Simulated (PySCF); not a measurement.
C₂H₆N₂OSi, SMILES [Si@H](N)(N=C=O)C.

Geometry optimised at B3LYP-D3(BJ)/def2-SVP. The structure was generated by enumeration; whether it is a known compound was not checked. One conformer was computed; it need not be the lowest.

Computed with PBE/def2-TZVP in PySCF.

The molecule is in vacuum.

- total energy = -553.79966 hartree
- highest occupied level = -6.37 eV
- lowest empty level = -0.41 eV
- orbital gap = 5.96 eV
- dipole moment = 2.68 D
- quadrupole, principal values (traceless, Buckingham form, about the centre of nuclear charge) = -13.62, 4.57, 9.06 D·Å
- mean static polarisability = 67.5 bohr³ (10.00 Å³)
- polarisability, principal values = 53.2, 59.2, 90.0 bohr³
